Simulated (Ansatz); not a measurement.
`[SiH3][AsH2]` + `[OH][SnH3]` → `[SiH3][O][SnH3]` + `[AsH3]` at 700 K and 1 bar (cleavage of the Si–As bond).

Calculated with Ansatz (gas phase, PBE0-D4/def2-TZVP geometries, no zero-point term in ΔE). CCSD(T)/CBS is the MP2 limit (def2-TZVPP, def2-QZVPP) plus CCSD(T) − MP2 in def2-TZVPP, frozen cores. def2 core potentials past Kr. For As, Sn outer-core shells are correlated without core-valence functions, which leaves a few kJ/mol of doubt a bond. Scalar relativity is left out up to krypton.

| species | CCSD(T)/CBS energy (Eh) | H − E (kJ/mol) | S (J/(mol·K)) |
| --- | --- | --- | --- |
| `[SiH3][AsH2]` | -2527.08228 | 159.2 | 372.9 |
| `[OH][SnH3]` | -291.59405 | 135.8 | 359.4 |
| `[SiH3][O][SnH3]` | -581.91447 | 201.4 | 473.7 |
| `[AsH3]` | -2236.79077 | 87.1 | 262.7 |

H − E and S are ideal-gas, rigid-rotor, harmonic terms from PBE0-D4/def2-TZVP. 1 Eh = 2625.50 kJ/mol, R = 8.31446 J/(mol·K).

Question: By hand: ΔE, ΔH, ΔS and ΔG.

Answer: ΔE = (-581.91447) + (-2236.79077) − (-2527.08228) − (-291.59405) = -0.02891 Eh = -75.9 kJ/mol. Δ(H − E) = 201.4 + 87.1 − 159.2 − 135.8 = -6.5, so ΔH = -82.4 kJ/mol. ΔS = 473.7 + 262.7 − 372.9 − 359.4 = 4.1 J/(mol·K). ΔG = -82.4 − 700 × (4.1)/1000 = -85.3 kJ/mol.

Question: By hand: the equilibrium constant, and the temperature at which ΔG would vanish if ΔH and ΔS stayed fixed.

Answer: log₁₀ K = −ΔG/(RT ln 10) = 6.4. ΔH and −TΔS have one sign here, so there is no such temperature. One of them is within its doubt of zero, so this could turn.

The number of gas molecules stays the same, so ΔS is small and ΔH decides. A doubt of 5 kJ/mol in ΔE shifts log₁₀ K by 0.4 here. Modes under 60 cm⁻¹, often nearly free rotors, make the harmonic entropy too high. These are equilibria of isolated gas molecules and say nothing of rates. Largest T1 diagnostic: 0.014 (customary marks: 0.02 for closed shells, 0.045 for open ones).
